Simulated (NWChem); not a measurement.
System: CH4F3NSi; SMILES NC[Si](F)(F)F

```xyz
10

N     -0.1047     2.3853     0.0000
C      0.8506     1.2826     0.0000
Si     0.0522    -0.3910     0.0000
F     -0.8990    -0.5593    -1.2858
F      1.0785    -1.6256     0.0000
F     -0.8990    -0.5593     1.2858
H     -0.7099     2.3462    -0.8176
H     -0.7099     2.3462     0.8176
H      1.5190     1.3717    -0.8737
H      1.5190     1.3717     0.8737
```
Atoms are numbered in this order, from 1.

Program: NWChem. Pople sets run with spherical d functions. Geometry: optimised at PBE0/def2-SVP. Atomic charges in e: unrestrained fits to the electrostatic potential beside Mulliken populations; buried atoms are poorly determined by the fit.

Question: What does the run give for Hartree-Fock/6-31G*? Quantities: ESP N1; Mulliken N1; ESP C2; Mulliken C2; ESP Si3; Mulliken Si3; ESP F4; Mulliken F4; ESP F5; Mulliken F5; relative RMS misfit of the potential (%).

Answer: 
```yaml
ESP N1: -0.87
Mulliken N1: -0.86
ESP C2: 0.10
Mulliken C2: -0.43
ESP Si3: 1.11
Mulliken Si3: 1.73
ESP F4: -0.36
Mulliken F4: -0.53
ESP F5: -0.37
Mulliken F5: -0.52
relative RMS misfit of the potential (%): 25
```
